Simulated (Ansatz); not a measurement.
Al(Cl) cation (AlCl), SMILES [Cl][Al] (connectivity only; charge and spin as stated), charge +1, multiplicity 2.

Geometry optimised at PBE0-D3(BJ)/def2-TZVPD. The multiplicity is an assumed one; other spin states were not compared.

Two levels are set side by side: PBE/def2-TZVPD (Ansatz, a quantum-chemistry and plane-wave program) and PBE0/def2-TZVPD (Ansatz). Energy differences of separate SCF runs at the same geometry; the states with an electron removed or added have multiplicity 1 and 1. Differences are taken from unrounded values.

| quantity | PBE0 |
|---|---|
| vertical ionisation energy (eV) | 17.31 |
| vertical electron affinity (eV) | 9.00 |

Q: What does PBE give, and how far is it from PBE0? (The exact figures need the calculation; the answer reports its results.)

A: 
```json
[
 {"quantity": "vertical ionisation energy (eV)", "PBE": "17.16", "PBE minus PBE0": "-0.14"},
 {"quantity": "vertical electron affinity (eV)", "PBE": "8.98", "PBE minus PBE0": "-0.02"}
]
```

On these quantities the two levels nearly agree.
